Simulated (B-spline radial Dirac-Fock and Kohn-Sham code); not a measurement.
# Hf²⁺ 4f5/2: cross section and angular parameters

System: hafnium as Hf²⁺ in the configuration [Xe] 4f14 5d2; threshold 42.82 eV (orbital energy of the model). Calculated with a radial B-spline solver, using Dirac-Hartree-Slater photoionisation with a Latter tail; cross sections with all multipoles, angular parameters from the dipole term and its interference with E2.

For linearly polarised light dσ/dΩ = σ/(4π) [1 + β P₂(cos θ) + (δ + γ cos²θ) sin θ cos φ], with θ from the polarisation vector and φ the angle between the beam and the projection of the electron momentum on the plane normal to the polarisation.

```
hν (eV)   σ (kb)      β      γ      δ
   59.7      855  1.440  0.015  0.003
     60      865  1.425  0.015  0.003
    100     2320  0.459  0.004  0.011
    150     2920  0.313  0.003  0.016
    161        ?      ?      ?      ?
    190     2890  0.342  0.004  0.019
    203     2820  0.358  0.004  0.020
    267     2320  0.454  0.007  0.024
    382     1470  0.623  0.016  0.030
    383     1460  0.624  0.016  0.030
    400     1360  0.645  0.018  0.031
    470     1010  0.724  0.026  0.036
    524      808  0.776  0.034  0.039
    839      254  0.963  0.104  0.057
   1030      142  1.017  0.160  0.068
 1486.9     45.2  1.064  0.312  0.093
   2180     12.3  1.046  0.532  0.129
   2830     4.81  1.001  0.705  0.161
 2984.4     3.95  0.990  0.742  0.168
   3180     3.11  0.975  0.785  0.178
   3480     2.21  0.952  0.848  0.192
   3850     1.50  0.924  0.918  0.210
   4880    0.591  0.855  1.082  0.258
   5860    0.282  0.799  1.207  0.303
 8047.8   0.0751  0.701  1.414  0.398
 9251.7   0.0413  0.659  1.501  0.448
   9720   0.0334  0.644  1.532  0.467
  12500   0.0110  0.568  1.676  0.574
  13600  0.00757  0.543  1.718  0.614
  13700  0.00733  0.541  1.721  0.617
```

**Question.** Give the values at 161 eV.

**Answer.** σ = 2940 kb, β = 0.316, γ = 0.003, δ = 0.017.
